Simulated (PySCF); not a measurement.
Al(F)2(SH) (AlF2HS), SMILES [Al]([F])([SH])[F]. Geometry: B3LYP-D3(BJ)/def2-SVP. One conformer was computed; it need not be the lowest.

TDA-M06-2X/def2-SVPD in PySCF puts the lowest singlet excitations at 5.78, 6.56, 6.85, 7.85, 8.11, 8.23 eV.

Task: What are the lowest excitation roots from ADC(2)/aug-cc-pVDZ in PySCF 2.14.0? (The exact figures need the calculation; the answer reports its results.)

Result: 6.15, 6.90, 7.31, 7.88, 8.25, 8.51 eV. S1 differs by 0.36 eV (second minus first; roots are paired by order, and the bases may differ).
